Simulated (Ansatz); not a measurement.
Total energies of GeClF3 from Ansatz at PBE0-D4/def2-TZVPD, gas phase (1 Eh = 27.2114 eV = 2625.5 kJ/mol). The reference geometry is relaxed at PBE-D4/def2-SVP.

```csv
state,geometry,energy (Eh)
charge 0 singlet,reference,-2836.35307
charge -1 doublet,reference,-2836.37197
free Ge atom (triplet),–,-2076.65536
free Cl atom (doublet),–,-459.99797
free F atom (doublet),–,-99.67703
```

**Question.** Work out the vertical electron affinity, to the doublet.

**Answer.** E(charge 0 singlet) − E(charge -1 doublet) = -2836.35307 − (-2836.37197) = 0.01890 Eh = 0.51 eV.

**Question.** What is the binding energy per atom against free atoms?

**Answer.** Atoms: 1 × (-2076.65536) + 1 × (-459.99797) + 3 × (-99.67703) = -2835.68442 Eh. Binding: -2835.68442 − (-2836.35307) = 0.66865 Eh = 18.19 eV, or 3.64 eV for each of 5 atoms (no zero-point energy, no counterpoise term).

At PBE0-D4/def2-TZVPD the highest occupied level of the charge -1 doublet lies above zero (up to 1.26 eV). By energy differences its removal costs 0.51 eV (vertical, to the charge 0 singlet, at PBE0-D4/def2-TZVPD); a positive level beside a positive removal energy at the same level points to self-interaction error.
